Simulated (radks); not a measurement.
Question: Valence configurations of Pb II. All-electron calculation, Dirac Kohn-Sham, BLYP, spin-unpolarised, spherical densities, finite nucleus; open shells fill j = l - 1/2 first; Fermi nuclear charge, rms radius 5.5012 fm. Program: a radial shooting solver on a logarithmic mesh with Libxc functionals. Order these by energy: [Xe] 4f14 5d9.5 6s2 6p1.5; [Xe] 4f14 5d10 6p3; [Hg] 6p1; [Xe] 4f14 5d10 6s1 6p2; [Xe] 4f13 5d9.5 6s2 6p2.5; [Xe] 4f12 5d9.5 6s2 6p3.5; [Xe] 4f14 5d10 6s1.5 6p1.5; [Xe] 4f12 5d10 6s2 6p3; [Xe] 4f14 5d8 6s2 6p3; [Xe] 4f14 5d9 6s2 6p2.

Answer: From the lowest, in eV above it: [Hg] 6p1 0.000; [Xe] 4f14 5d10 6s1.5 6p1.5 3.944; [Xe] 4f14 5d10 6s1 6p2 7.933; [Xe] 4f14 5d9.5 6s2 6p1.5 8.405; [Xe] 4f14 5d9 6s2 6p2 17.479; [Xe] 4f14 5d10 6p3 18.057; [Xe] 4f14 5d8 6s2 6p3 40.044; [Xe] 4f13 5d9.5 6s2 6p2.5 146.65; [Xe] 4f12 5d10 6s2 6p3 290.22; [Xe] 4f12 5d9.5 6s2 6p3.5 304.52. NIST lists [Hg] 6p1 as the ground configuration; this level of theory agrees among the configurations tried. The energies are those of spherical spin-averaged densities, not of single terms.
